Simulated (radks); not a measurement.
Initial-state core-level shifts of the cerium ion Ce3+ when its valence configuration changes from [Xe] 4f1. All-electron calculation, scalar-relativistic Kohn-Sham, LDA (Slater exchange, Perdew-Wang correlation), spin-unpolarised, spherical densities, finite nucleus; Fermi nuclear charge, rms radius 4.8771 fm. Program: a radial shooting solver on a logarithmic mesh with Libxc functionals. Shifts are changes of the shell-averaged eigenvalues in eV (positive: less bound); the change of the density at the nucleus, which sets a Mossbauer isomer shift, is in e/bohr^3, on a base of 3.961e+05.

valence,3p,4s,4d,5p,density at nucleus
6p1,-14.166,-13.083,-12.310,-6.475,+30.36
5d1,-9.932,-8.960,-8.214,-3.054,+24.59
6s1,-13.170,-12.095,-11.328,-5.594,+69.68
4f0.5 5d0.5,-4.799,-4.362,-4.008,-1.520,+11.80
4f0.5 6s0.5,-6.359,-5.879,-5.517,-2.769,+33.23
5d0.5 6s0.5,-11.540,-10.519,-9.763,-4.325,+46.71
4f0.5 6p0.5,-6.864,-6.382,-6.017,-3.220,+14.52
